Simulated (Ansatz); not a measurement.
Coupled-cluster run, C3H8F3HfN (`CC[N](C)[Hf]([F])([F])[F]`).

```yaml
crystal:
  periodic: [false, false, false]
  atoms:
    - {symbol: C, position_ang: [1.916900, -0.795632, -0.209954]}
    - {symbol: C, position_ang: [1.006979, 0.083660, 0.633248]}
    - {symbol: N, position_ang: [-0.365729, 0.139759, 0.165868]}
    - {symbol: C, position_ang: [-1.107743, -1.095937, 0.308612]}
    - {symbol: Hf, position_ang: [-1.350780, 1.718160, -0.584613]}
    - {symbol: F, position_ang: [-2.857253, 2.057576, 0.549565]}
    - {symbol: F, position_ang: [-0.133777, 3.189267, -0.656826]}
    - {symbol: F, position_ang: [-2.027017, 1.225169, -2.307968]}
    - {symbol: H, position_ang: [1.938324, -0.449975, -1.246128]}
    - {symbol: H, position_ang: [2.936663, -0.768320, 0.181007]}
    - {symbol: H, position_ang: [1.591379, -1.837766, -0.206221]}
    - {symbol: H, position_ang: [1.019959, -0.268313, 1.675574]}
    - {symbol: H, position_ang: [1.410190, 1.101929, 0.648834]}
    - {symbol: H, position_ang: [-0.714429, -1.900317, -0.323126]}
    - {symbol: H, position_ang: [-1.106109, -1.442744, 1.350455]}
    - {symbol: H, position_ang: [-2.157536, -0.956507, 0.021684]}
basis:
  gaussian: {orbitals: def2-TZVPP}
correlation: {method: ccsd_t}
output: {orbitals: {seedname: orbitals}}
```

```sh
$ ansatz run in.yaml --threads 2 --pin off --events-out ev --progress --plain --max-ram 22528MiB --backend cuda --devices 0, --max-vram 18GiB
```

The program prints (abridged):

```
Functional definition: HF
2359 factors; integrals over basis functions are off by at most 1.5e-3 eV
mean field evaluation 1: about -14114.0610 eV, gradient 6.7e1 eV
mean field evaluation 2: about -14114.3295 eV, gradient 6.7e1 eV
mean field evaluation 4: about -14122.8430 eV, gradient 4.7e0 eV
mean field evaluation 8: about -14122.9555 eV, gradient 3.3e-1 eV
mean field evaluation 16: about -14122.9559 eV, gradient 1.2e-6 eV
mean field -14122.95592727 eV, -519.0090574438 hartree, gradient 1.2e-6 eV, S^2 0.000000; 0 other end points of the search recorded, 0 dependent functions left out
7 core orbitals not correlated: weight in the atoms' cores, before any rotation towards them, 1.000 or more for the frozen orbitals, at most 0.000 for the correlated occupied ones
reference -14122.95592727 eV, -519.0090574438 hartree; 29, 29 occupied and 349, 349 virtual orbitals, 2359 factors
second order -49.36290495 eV of doubles, -0.00000000 eV of singles
cycle   1  -48.70493152 eV  change    6.6e-1 eV  update   1.8e-1
cycle   2  -49.79902991 eV  change    -1.1e0 eV  update   6.6e-2
cycle   3  -50.12250645 eV  change   -3.2e-1 eV  update   3.0e-2
cycle   4  -50.10658353 eV  change    1.6e-2 eV  update   8.1e-3
cycle   5  -50.09441681 eV  change    1.2e-2 eV  update   3.1e-3
cycle   6  -50.09626257 eV  change   -1.8e-3 eV  update   1.2e-3
cycle   7  -50.09646178 eV  change   -2.0e-4 eV  update   3.9e-4
cycle   8  -50.09609548 eV  change    3.7e-4 eV  update   1.9e-4
cycle   9  -50.09615061 eV  change   -5.5e-5 eV  update   6.2e-5
cycle  10  -50.09623013 eV  change   -8.0e-5 eV  update   2.3e-5
cycle  11  -50.09618413 eV  change    4.6e-5 eV  update   8.7e-6
perturbative correction -1.84740373 eV, -0.0678908349 hartree
Total energy: -14174.89951513 eV, -520.9179490892 hartree
```

It took 23 s on 2 threads of an AMD EPYC 7R13 on a shared host and a share of an NVIDIA H100 80 GB, with 1.7 GiB of host memory at the peak.

MP2 recovers 95.0 % of the CCSD(T) correlation energy and the triples give 3.6 %; T1 = 0.0146.
